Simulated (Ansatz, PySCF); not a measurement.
CH₂NO, SMILES C([NH])=O (connectivity only; charge and spin as stated), charge -1, multiplicity 1. Atoms are numbered in the order given.

```xyz
5

N      0.0871     1.2066     0.0000
C     -0.3631    -0.0293     0.0000
O      0.2450    -1.1404     0.0000
H      1.1137     1.1513     0.0000
H     -1.4904    -0.0733     0.0000
```
Charge -1, spin multiplicity 1.

Geometry optimised at B3LYP-D3(BJ)/def2-SVPD. The spin state was assumed, not searched. The isomer is the one that the SMILES or the coordinates give; other isomers of the formula were not compared. Other conformers were not sampled.

Two levels are set side by side: PBE-D3(BJ)/def2-SVPD (Ansatz, a program for electronic structure) and B3LYP-D3(BJ)/def2-SVPD (PySCF). Each level has its own optimised geometry; the coordinates shown are those of the second. Frequencies come from the Hessian of PySCF at each geometry. Differences are taken from unrounded values.

| quantity | B3LYP-D3(BJ) |
|---|---|
| mean bond length (Å) | 1.185 |
| bond N1–C2 (Å) | 1.315 |
| bond C2–O3 (Å) | 1.267 |
| bond N1–H4 (Å) | 1.028 |
| bond C2–H5 (Å) | 1.128 |
| highest harmonic wavenumber (cm⁻¹) | 3387 |
| mean harmonic wavenumber (cm⁻¹) | 1576 |
| zero-point energy (kcal/mol) | 20.28 |

What does PBE-D3(BJ) give, and how far is it from B3LYP-D3(BJ)? (An estimate is asked for; the answer gives what the named calculation found.)


```csv
quantity,PBE-D3(BJ),PBE-D3(BJ) minus B3LYP-D3(BJ)
mean bond length (Å),1.194,0.010
bond N1–C2 (Å),1.325,0.009
bond C2–O3 (Å),1.275,0.009
bond N1–H4 (Å),1.038,0.010
bond C2–H5 (Å),1.140,0.012
highest harmonic wavenumber (cm⁻¹),3287,-99
mean harmonic wavenumber (cm⁻¹),1523,-53
zero-point energy (kcal/mol),19.60,-0.68
```

Exact exchange shortens and stiffens bonds; PBE has none. Differences between two approximate levels are no errors against the true value.
